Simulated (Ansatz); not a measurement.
Nb5O18H11⁻, a hydroxylated oxide cluster. The state is a doublet with charge -1. Geometry PBE-D4/def2-SVP, that of the neutral singlet; atoms count from 1.

Cartesian coordinates in Å:
```
Nb 0.3523 -0.8263 -1.5145
Nb 1.8113 -0.3668 2.2747
Nb -2.0725 -0.1051 -3.2208
Nb -0.8342 1.8588 -0.3905
Nb -0.2802 -2.5687 1.3843
O -2.1350 1.5442 0.9590
O 0.4923 1.1622 -1.5854
O -1.6964 2.9684 -1.6334
O 0.0207 0.0095 0.5352
O 0.3178 3.0358 0.6563
O 1.8290 -2.2078 1.1930
O 3.1016 -0.6898 3.6049
O 2.9936 0.0326 0.6622
O 1.4254 1.4388 2.5537
O -1.9775 -1.5155 1.4522
O 2.1934 -1.0890 -1.4206
O -2.2325 1.6707 -4.0236
O -3.4058 -1.1289 -3.5953
O 0.3434 -1.3698 2.8877
O -0.5565 -4.2105 1.8046
O -0.3507 -1.0487 -3.2739
O -1.8442 0.0804 -1.3680
O -0.2339 -2.3891 -0.5820
H -2.4587 0.7188 1.3801
H -2.9098 1.9715 -4.6579
H -1.8758 2.8080 -2.5980
H -0.8409 -0.3313 0.9326
H 1.0142 3.5839 0.2483
H 2.2560 -2.2696 0.3095
H 3.2362 -1.4795 4.1598
H 3.3797 0.9279 0.6314
H 0.9753 2.1364 1.9924
H -2.7379 -1.7880 0.9027
H 2.7004 -0.5637 -0.6607
```

In the def2 sets Nb takes a core potential; there is no spin–orbit coupling. Single mean-field runs in def2-TZVP are fitted with def2-universal-jkfit.

(1) Estimate the Mulliken populations of the heavy atoms from the PBE0/def2-TZVP orbitals of Ansatz.

(2) Where does the spin sit?

(3) And the Mayer bond orders between heavy atoms (over 0.3)?

Answers

(1) 
```tsv
atom	charge (e)	spin (α − β)	d electrons
Nb1	1.70	0.30	2.55
Nb2	1.80	0.10	2.48
Nb3	1.75	0.00	2.68
Nb4	1.69	0.29	2.52
Nb5	1.48	0.46	2.78
O6	-0.68	0.00	–
O7	-0.70	-0.04	–
O8	-0.70	0.00	–
O9	-0.91	-0.01	–
O10	-0.81	-0.01	–
O11	-0.75	-0.01	–
O12	-0.72	0.00	–
O13	-0.78	0.00	–
O14	-0.69	0.01	–
O15	-0.79	0.00	–
O16	-0.74	0.03	–
O17	-0.84	0.00	–
O18	-0.63	0.00	–
O19	-0.72	-0.03	–
O20	-0.65	-0.03	–
O21	-0.79	0.00	–
O22	-0.79	-0.01	–
O23	-0.74	-0.07	–
```
Mulliken values depend strongly on the basis.

(2) Summed by element: Nb 1.15, O -0.16, H 0.02, of 1 unpaired in all. Largest on single atoms: Nb5 0.46, Nb1 0.30, Nb4 0.29.

(3) Nb1–O7 0.82 (1.99 Å); Nb1–O16 1.11 (1.86 Å); Nb1–O21 0.89 (1.91 Å); Nb1–O23 1.07 (1.91 Å); Nb2–O11 0.55 (2.14 Å); Nb2–O12 0.99 (1.88 Å); Nb2–O13 0.68 (2.04 Å); Nb2–O14 1.10 (1.87 Å); Nb2–O19 1.21 (1.88 Å); Nb3–O17 0.75 (1.96 Å); Nb3–O18 1.98 (1.72 Å); Nb3–O21 0.88 (1.96 Å); Nb3–O22 1.11 (1.88 Å); Nb4–O6 1.00 (1.90 Å); Nb4–O7 1.08 (1.92 Å); Nb4–O8 1.05 (1.88 Å); Nb4–O10 0.76 (1.95 Å); Nb4–O22 0.36 (2.27 Å); Nb5–O11 0.42 (2.15 Å); Nb5–O15 0.71 (2.00 Å); Nb5–O19 0.64 (2.02 Å); Nb5–O20 1.97 (1.72 Å); Nb5–O23 0.84 (1.98 Å).
